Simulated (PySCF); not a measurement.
**How methods differ on the excitation energy of Te**

Te [Kr] 4d10 5s2 5p4 (3P) → Te [Kr] 4d10 5s1 5p4 5d1 (high-spin determinant), as a difference of total energies. Calculation: PySCF 2.14, in aug-cc-pVDZ-PP with ECP28MDF (5s4p3d, 32 functions); scalar relativity through the core potential. Correlated levels: valence: 4s2 4p6 4d10 frozen. The calculations carry no spin-orbit coupling.

| method | excitation energy (eV) |
| --- | --- |
| UHF | 15.823 |
| MP2 (valence) | 16.161 |
| SCS-MP2 (valence) | 16.155 |
| CCSD(T) (valence) | 15.326 |

Task: Estimate what CCSDT (valence) gives.

Result: 15.227 eV, closest to CCSD(T) (valence) among the rows shown.

Task: Estimate what CCSD (valence) gives.

Result: 15.474 eV, closest to CCSD(T) (valence) among the rows shown.

The upper state lies above the first ionisation limit, where it may autoionise and the basis confines it.

The promoted electron is Rydberg-like, and one or two diffuse shells describe it only roughly, which tends to raise the upper state.

The coupled-cluster amplitudes are large for the upper state (T1 above 0.03 or a double amplitude above 0.15), so a single reference is strained.

The determinant of the upper state mixes LS terms, which raises its energy above the lowest term, most at the Hartree-Fock and MP2 levels.
